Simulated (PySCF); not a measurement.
CH8OSi2.

```xyz
12

Si     1.6543     0.9546    -0.5830
C      0.7484    -0.6991    -0.2988
O     -0.6583    -0.5188    -0.4263
Si    -1.7172    -0.3957     0.8572
H      3.1281     0.7536    -0.4422
H      1.3509     1.4651    -1.9490
H      1.1935     1.9511     0.4257
H      1.0761    -1.4353    -1.0542
H      1.0278    -1.1271     0.6850
H     -1.4355     0.8147     1.6871
H     -3.0781    -0.3043     0.2712
H     -1.6069    -1.5973     1.7404
```

Geometry optimised at B3LYP-D3(BJ)/def2-SVP. Other conformers were not sampled.

Calculation: PBE/pcSseg-1 (PySCF). Non-relativistic, no solvent.

Computed absolute GIAO shielding of each atom: isotropic value and principal components (ppm):
```
atom  σ(iso)    σ11    σ22    σ33   span
----  ------  -----  -----  -----  -----
Si1    412.9  382.2  404.5  452.1   69.9
C2     122.6   82.6   98.8  186.3  103.7
O3     337.4  293.6  353.3  365.5   71.9
Si4    366.5  304.1  328.6  466.8  162.7
H5      27.3   24.4   25.1   32.6    8.1
H6      27.3   24.4   25.5   31.9    7.5
H7      27.2   23.8   26.5   31.2    7.4
H8      27.0   22.5   26.3   32.4    9.8
H9      27.5   23.2   27.0   32.4    9.1
H10     26.1   22.6   25.2   30.5    7.9
H11     26.3   23.2   24.5   31.2    8.1
H12     26.3   23.3   24.5   31.0    7.7
```
